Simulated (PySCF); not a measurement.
# Vertical excitation energies

Compound: 5-methoxy-3,4-dihydro-2H-pyrrole, C5H9NO.
InChI=1S/C5H9NO/c1-7-5-3-2-4-6-5/h2-4H2,1H3

The calculation used TDDFT CAM-B3LYP/def2-SVPD, vertical, gas phase, core orbitals frozen in the response in PySCF 2.14.0, density-fitted response routines. One conformer (not necessarily the lowest) at the GFN2-xTB geometry, without solvent, vibrations or thermal averaging.

| state | E (eV) | λ (nm) | f | main configurations (H = HOMO, L = LUMO) |
| --- | --- | --- | --- | --- |
| S1 | 6.51 | 190.4 | 0.0008 | H-1→L+2 (92%) |
| S2 | 6.94 | 178.6 | 0.0005 | H→L (91%) |
| S3 | 7.30 | 169.9 | 0.038 | H-1→L (76%), H→L+2 (14%) |
| S4 | 7.49 | 165.6 | 0.192 | H→L+2 (75%), H-1→L (14%) |
| S5 | 7.75 | 160.1 | 0.0079 | H→L+1 (75%), H→L+3 (15%) |
| S6 | 8.03 | 154.4 | 0.0059 | H→L+3 (78%), H→L+1 (16%) |
| S7 | 8.27 | 149.9 | 0.016 | H-1→L+1 (53%), H-1→L+3 (36%) |
| S8 | 8.37 | 148.1 | 0.027 | H→L+5 (54%), H→L+4 (40%) |

Triplets (Tamm–Dancoff): T1 5.11 eV, H→L+2 (86%); T2 5.76 eV, H-1→L+2 (91%); T3 6.83 eV, H→L (88%).

The lowest singlet comes at 190 nm (628 kJ/mol) in the vacuum ultraviolet; it is very weak; its leading configuration is HOMO-1→LUMO+2 (92%). The most intense listed level is S4 at 7.49 eV (166 nm, f = 0.192), 0.98 eV above S1. Löwdin shares by element: HOMO nitrogen 34%, carbon 25% or more, oxygen 22% (atoms not listed hold the other 19%); LUMO carbon 46% or more (atoms not listed hold the other 54%). The oscillator strengths of these states sum to 0.287; summed over the whole spectrum of an exact calculation they would give the number of electrons, 54 (Thomas–Reiche–Kuhn). The listed states span 1.86 eV, and the widest gap between neighbours is 0.43 eV (S1 to S2). Orbital energies (eV): HOMO-3 -11.19, HOMO-2 -10.67, HOMO-1 -8.92, HOMO -8.55, LUMO 1.34, LUMO+1 1.84, LUMO+2 2.08. Only the lowest 8 singlets were computed, as vertical energies without vibronic structure.

Time: 27 s of wall time. Hardware: one thread of an x86-64 server, no GPU, on a shared host.
